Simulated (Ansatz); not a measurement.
Harmonic vibrations of BiH2(CF3) (CH2BiF3) by finite differences.

```yaml
crystal:
  periodic: [false, false, false]
  atoms:
    - {symbol: Bi, position_ang: [0.534474, 0.977613, 1.131670]}
    - {symbol: H, position_ang: [1.991519, 0.914600, 0.079088]}
    - {symbol: H, position_ang: [-0.207099, 2.189490, 0.029035]}
    - {symbol: C, position_ang: [-0.424301, -0.738902, -0.127697]}
    - {symbol: F, position_ang: [-0.395311, -0.530618, -1.450289]}
    - {symbol: F, position_ang: [-1.713387, -0.911745, 0.225335]}
    - {symbol: F, position_ang: [0.214105, -1.900437, 0.112847]}
basis:
  gaussian: {orbitals: def2-SVP}
hamiltonian: {xc: r2scan, dispersion: d4}
scf: {omitted_lower_state_checks: [starts]}
phonons: {temperatures: {t_min: 298.15, t_max: 900, t_step: 200}}
```

```sh
$ ansatz run in.yaml --threads 4 --pin off --events-out ev --progress --plain --max-ram 3916MiB
```

Output, abridged:

```
Functional definition: r2SCAN
mean field -15051.35116086 eV, -553.1269529895 hartree, gradient 6.2e-5 eV, S^2 0.000000; 0 other end points of the search recorded, 0 dependent functions left out
mean field -15051.35111864 eV, -553.1269514380 hartree, gradient 2.0e-6 eV, S^2 0.000000; 0 other end points of the search recorded, 0 dependent functions left out
mean field -15051.35111855 eV, -553.1269514346 hartree, gradient 2.0e-6 eV, S^2 0.000000; 0 other end points of the search recorded, 0 dependent functions left out
mean field -15051.35111292 eV, -553.1269512276 hartree, gradient 2.4e-6 eV, S^2 0.000000; 0 other end points of the search recorded, 0 dependent functions left out
mean field -15051.35113278 eV, -553.1269519574 hartree, gradient 2.2e-6 eV, S^2 0.000000; 0 other end points of the search recorded, 0 dependent functions left out
mean field -15051.35109570 eV, -553.1269505948 hartree, gradient 2.1e-6 eV, S^2 0.000000; 0 other end points of the search recorded, 0 dependent functions left out
mean field -15051.35112547 eV, -553.1269516888 hartree, gradient 1.8e-6 eV, S^2 0.000000; 0 other end points of the search recorded, 0 dependent functions left out
mean field -15051.35111616 eV, -553.1269513468 hartree, gradient 1.3e-6 eV, S^2 0.000000; 0 other end points of the search recorded, 0 dependent functions left out
mean field -15051.35115262 eV, -553.1269526865 hartree, gradient 3.0e-6 eV, S^2 0.000000; 0 other end points of the search recorded, 0 dependent functions left out
mean field -15051.35116019 eV, -553.1269529649 hartree, gradient 1.6e-6 eV, S^2 0.000000; 0 other end points of the search recorded, 0 dependent functions left out
mean field -15051.35115463 eV, -553.1269527605 hartree, gradient 1.6e-6 eV, S^2 0.000000; 0 other end points of the search recorded, 0 dependent functions left out
mean field -15051.35113913 eV, -553.1269521909 hartree, gradient 1.8e-6 eV, S^2 0.000000; 0 other end points of the search recorded, 0 dependent functions left out
mean field -15051.35115190 eV, -553.1269526600 hartree, gradient 2.4e-6 eV, S^2 0.000000; 0 other end points of the search recorded, 0 dependent functions left out
mean field -15051.35114844 eV, -553.1269525330 hartree, gradient 1.6e-6 eV, S^2 0.000000; 0 other end points of the search recorded, 0 dependent functions left out
mean field -15051.35115431 eV, -553.1269527485 hartree, gradient 1.6e-6 eV, S^2 0.000000; 0 other end points of the search recorded, 0 dependent functions left out
mean field -15051.35113628 eV, -553.1269520861 hartree, gradient 2.9e-6 eV, S^2 0.000000; 0 other end points of the search recorded, 0 dependent functions left out
mean field -15051.35114695 eV, -553.1269524782 hartree, gradient 2.7e-6 eV, S^2 0.000000; 0 other end points of the search recorded, 0 dependent functions left out
mean field -15051.35115732 eV, -553.1269528593 hartree, gradient 2.2e-6 eV, S^2 0.000000; 0 other end points of the search recorded, 0 dependent functions left out
mean field -15051.35113133 eV, -553.1269519042 hartree, gradient 2.8e-6 eV, S^2 0.000000; 0 other end points of the search recorded, 0 dependent functions left out
mean field -15051.35102401 eV, -553.1269479602 hartree, gradient 1.8e-6 eV, S^2 0.000000; 0 other end points of the search recorded, 0 dependent functions left out
mean field -15051.35102908 eV, -553.1269481464 hartree, gradient 1.8e-6 eV, S^2 0.000000; 0 other end points of the search recorded, 0 dependent functions left out
mean field -15051.35103416 eV, -553.1269483333 hartree, gradient 1.8e-6 eV, S^2 0.000000; 0 other end points of the search recorded, 0 dependent functions left out
mean field -15051.35102090 eV, -553.1269478459 hartree, gradient 1.8e-6 eV, S^2 0.000000; 0 other end points of the search recorded, 0 dependent functions left out
mean field -15051.35104555 eV, -553.1269487519 hartree, gradient 1.8e-6 eV, S^2 0.000000; 0 other end points of the search recorded, 0 dependent functions left out
mean field -15051.35099154 eV, -553.1269467670 hartree, gradient 1.8e-6 eV, S^2 0.000000; 0 other end points of the search recorded, 0 dependent functions left out
mean field -15051.35114024 eV, -553.1269522316 hartree, gradient 2.3e-6 eV, S^2 0.000000; 0 other end points of the search recorded, 0 dependent functions left out
mean field -15051.35113632 eV, -553.1269520875 hartree, gradient 2.6e-6 eV, S^2 0.000000; 0 other end points of the search recorded, 0 dependent functions left out
mean field -15051.35111903 eV, -553.1269514522 hartree, gradient 2.2e-6 eV, S^2 0.000000; 0 other end points of the search recorded, 0 dependent functions left out
mean field -15051.35115689 eV, -553.1269528434 hartree, gradient 2.9e-6 eV, S^2 0.000000; 0 other end points of the search recorded, 0 dependent functions left out
mean field -15051.35106561 eV, -553.1269494891 hartree, gradient 2.5e-6 eV, S^2 0.000000; 0 other end points of the search recorded, 0 dependent functions left out
mean field -15051.35103122 eV, -553.1269482251 hartree, gradient 6.2e-7 eV, S^2 0.000000; 0 other end points of the search recorded, 0 dependent functions left out
mean field -15051.35110177 eV, -553.1269508179 hartree, gradient 2.5e-6 eV, S^2 0.000000; 0 other end points of the search recorded, 0 dependent functions left out
mean field -15051.35101246 eV, -553.1269475359 hartree, gradient 5.7e-7 eV, S^2 0.000000; 0 other end points of the search recorded, 0 dependent functions left out
mean field -15051.35115625 eV, -553.1269528198 hartree, gradient 2.3e-6 eV, S^2 0.000000; 0 other end points of the search recorded, 0 dependent functions left out
mean field -15051.35112434 eV, -553.1269516472 hartree, gradient 2.6e-6 eV, S^2 0.000000; 0 other end points of the search recorded, 0 dependent functions left out
mean field -15051.35110467 eV, -553.1269509246 hartree, gradient 2.3e-6 eV, S^2 0.000000; 0 other end points of the search recorded, 0 dependent functions left out
mean field -15051.35115973 eV, -553.1269529479 hartree, gradient 2.3e-6 eV, S^2 0.000000; 0 other end points of the search recorded, 0 dependent functions left out
mean field -15051.35109468 eV, -553.1269505574 hartree, gradient 2.3e-6 eV, S^2 0.000000; 0 other end points of the search recorded, 0 dependent functions left out
mean field -15051.35114060 eV, -553.1269522448 hartree, gradient 2.5e-6 eV, S^2 0.000000; 0 other end points of the search recorded, 0 dependent functions left out
mean field -15051.35108485 eV, -553.1269501960 hartree, gradient 2.1e-6 eV, S^2 0.000000; 0 other end points of the search recorded, 0 dependent functions left out
mean field -15051.35106721 eV, -553.1269495478 hartree, gradient 5.8e-7 eV, S^2 0.000000; 0 other end points of the search recorded, 0 dependent functions left out
mean field -15051.35112742 eV, -553.1269517603 hartree, gradient 2.3e-6 eV, S^2 0.000000; 0 other end points of the search recorded, 0 dependent functions left out
mean field -15051.35114418 eV, -553.1269523764 hartree, gradient 2.4e-6 eV, S^2 0.000000; 0 other end points of the search recorded, 0 dependent functions left out
Total energy: -15051.38574665 eV, -553.1282239936 hartree
Atom 0 at     0.534474     0.977613     1.131670 Å, force    -0.000191    -0.004435    -0.006991 eV/Å
Atom 1 at     1.991519     0.914600     0.079088 Å, force    -0.008290     0.000806    -0.002354 eV/Å
Atom 2 at    -0.207099     2.189490     0.029035 Å, force    -0.000965    -0.003150     0.005435 eV/Å
Atom 3 at    -0.424301    -0.738902    -0.127697 Å, force    -0.001141     0.002622     0.010325 eV/Å
Atom 4 at    -0.395311    -0.530618    -1.450289 Å, force     0.000982    -0.007270     0.007691 eV/Å
Atom 5 at    -1.713387    -0.911745     0.225335 Å, force     0.018722     0.006950    -0.010897 eV/Å
Atom 6 at     0.214105    -1.900437     0.112847 Å, force    -0.009117     0.004476    -0.003208 eV/Å
Dipole moment:     0.168650     0.312934     0.378276 e Å
Vibrations: 96.72 175.27 186.15 219.14 495.53 500.54 568.88 570.70 723.33 778.01 1112.64 1143.18 1168.60 1820.18 1829.34 cm⁻¹, zero-point energy 0.705980 eV
Checks for a lower state left out: starts
```

Run time 67 s (4 threads of Intel Xeon on a shared host).

In the def2 sets Bi takes a core potential; there is no spin–orbit coupling.
